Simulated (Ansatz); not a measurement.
H5O2SSbSi, SMILES `[OH][Sb]([OH])[SiH2]S`, 10 atoms. Charge 0, multiplicity 1. Correlated methods include outer-core shells of Sb, which these sets cover unevenly. Sb: def2 effective core potential. All runs use 4 threads of a server CPU on a shared host. Correlated methods freeze the cores.

Give the basis size and wall time and peak host memory of each of these runs in Ansatz. RKS BLYP-D4/def2-TZVPP energy; RHF-CCSD(T)/def2-SVP energy; RKS r2SCANh-D4/def2-TZVPP energy; RKS ωB97M-V/def2-SVP energy; RHF-MP2/def2-QZVPP energy; RHF-CCSD(T)/def2-TZVPP energy; RKS PBE0-D4/def2-QZVPP energy; RKS CAM-B3LYP-D4/def2-TZVPP energy; RKS r2SCAN-D4/def2-TZVPP energy and forces; RKS PBE0-D4/def2-TZVP relaxation (17 steps); RKS ωB97M-V/def2-QZVPP energy; RKS PBE0-D4/def2-SVP energy. (Best estimate.)

Computed: Other jobs shared the machine, so times are rough.

```tsv
level	job	functions	wall time	peak host memory (GiB)
RKS PBE0-D4/def2-SVP	energy	115	1.6 s	0.29
RKS BLYP-D4/def2-TZVPP	energy	266	2.5 s	0.41
RKS r2SCAN-D4/def2-TZVPP	energy and forces	266	5 s	0.44
RKS CAM-B3LYP-D4/def2-TZVPP	energy	266	5.5 s	0.96
RKS ωB97M-V/def2-SVP	energy	115	6 s	0.42
RKS r2SCANh-D4/def2-TZVPP	energy	266	6 s	0.87
RHF-CCSD(T)/def2-SVP	energy	115	8.5 s	0.64
RKS PBE0-D4/def2-QZVPP	energy	486	11 s	2.2
RKS ωB97M-V/def2-QZVPP	energy	486	22 s	2.6
RHF-MP2/def2-QZVPP	energy	486	26 s	3.1
RKS PBE0-D4/def2-TZVP	relaxation (17 steps)	216	81 s	0.74
RHF-CCSD(T)/def2-TZVPP	energy	266	3.7 min	7.1
```
